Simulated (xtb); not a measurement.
C3H5, charge -1, singlet, at a GFN2-xTB geometry; GFN1-xTB in xtb 6.7.1.

Input for xtb:
```
$ xtb mol.xyz --gfn 1 --chrg -1 --hess --json

# file mol.xyz
8

C     -0.01075075     0.96016996     0.09341244
C      0.75577748    -0.34450835     0.02662440
C     -0.74825136    -0.36088374     0.02184688
H     -0.01259673     1.43179750    -0.94199642
H      1.25539163    -0.74361368    -0.87634220
H      1.26166067    -0.70938769     0.92963389
H     -1.25179611    -0.73675342     0.92164993
H     -1.23331166    -0.77070990    -0.88424753
```

It wrote (shortened):

```
   ID    Z sym.   atoms
    1    6 C      1-3
    2    1 H      4-8

           -------------------------------------------------
          |                Calculation Setup                |
           -------------------------------------------------

           -------------------------------------------------
          |                 G F N 1 - x T B                 |
           -------------------------------------------------

          ...................................................
          :                      SETUP                      :
          :.................................................:
          :  # basis functions                  22          :
          :  # atomic orbitals                  22          :
          :  # shells                           16          :
          :  # electrons                        18          :
          :  # halogen bonds                     0          :
          :  max. iterations                   250          :
          :  Hamiltonian                  GFN1-xTB          :
          :  restarted?                      false          :
          :  GBSA solvation                  false          :
          :  PC potential                    false          :
          :  electronic temp.          300.0000000     K    :
          :  accuracy                    1.0000000          :
          :  -> integral cutoff          0.2500000E+02      :
          :  -> integral neglect         0.1000000E-07      :
          :  -> SCF convergence          0.1000000E-05 Eh   :
          :  -> wf. convergence          0.2000000E-04 e    :
          :  Broyden damping             0.4000000          :
          :  net charge                         -1          :
          :  unpaired electrons                  0          :
          ...................................................

 iter      E             dE          RMSdq      gap      omega  full diag
   1     -9.2145643 -0.921456E+01  0.912E+00    5.85       0.0  T
   2     -9.2386817 -0.241173E-01  0.537E+00    5.46       1.0  T
   3     -9.2392727 -0.591054E-03  0.810E-01    5.37       1.0  T
   4     -9.2403988 -0.112608E-02  0.942E-02    5.44       1.0  T
   5     -9.2404281 -0.293480E-04  0.900E-03    5.42       3.9  T
   6     -9.2404285 -0.318661E-06  0.788E-04    5.42      44.9  T
   7     -9.2404285 -0.176346E-08  0.339E-04    5.42     104.2  T
   8     -9.2404285 -0.209726E-09  0.480E-05    5.42     736.6  T
[...]
         :: total energy              -9.127805483527 Eh    ::
[...]
          :  imag. cutoff                  -20.0000000 cm⁻¹ :
          :.................................................:

    mode    ω/cm⁻¹     T·S(HO)/kcal·mol⁻¹    T·S(FR)/kcal·mol⁻¹   T·S(vib)
   ------------------------------------------------------------------------
   ------------------------------------------------------------------------

   temp. (K)  partition function   enthalpy   heat capacity  entropy
                                   cal/mol     cal/K/mol   cal/K/mol   J/K/mol
 298.15  VIB   1.10                  263.335      4.176      1.075
         ROT  0.110E+05              888.752      2.981     21.478
         INT  0.121E+05             1152.088      7.157     22.553
         TR   0.255E+27             1481.254      4.968     37.049
         TOT                        2633.3414    12.1252    59.6017   249.3736

       T/K    H(0)-H(T)+PV         H(T)/Eh          T*S/Eh         G(T)/Eh
   ------------------------------------------------------------------------
    298.15    0.419650E-02    0.693344E-01    0.283187E-01    0.410157E-01
   ------------------------------------------------------------------------

         :::::::::::::::::::::::::::::::::::::::::::::::::::::
         ::                  THERMODYNAMIC                  ::
         :::::::::::::::::::::::::::::::::::::::::::::::::::::
         :: total free energy          -9.086789738575 Eh   ::
         ::.................................................::
         :: total energy               -9.127805483528 Eh   ::
         :: zero point energy           0.065137948940 Eh   ::
         :: G(RRHO) w/o ZPVE           -0.024122203986 Eh   ::
         :: G(RRHO) contrib.            0.041015744954 Eh   ::
         :::::::::::::::::::::::::::::::::::::::::::::::::::::

           -------------------------------------------------
          | TOTAL ENERGY               -9.127805483528 Eh   |
          | TOTAL ENTHALPY             -9.058471037877 Eh   |
          | TOTAL FREE ENERGY          -9.086789738575 Eh   |
          | GRADIENT NORM               0.027033792004 Eh/α |
          | HOMO-LUMO GAP               5.423538235843 eV   |
           -------------------------------------------------
########################################################################
[WARNING] Runtime exception occurred
-1- hessian_numhess: Hessian on incompletely optimized geometry!
########################################################################

normal termination of xtb
```
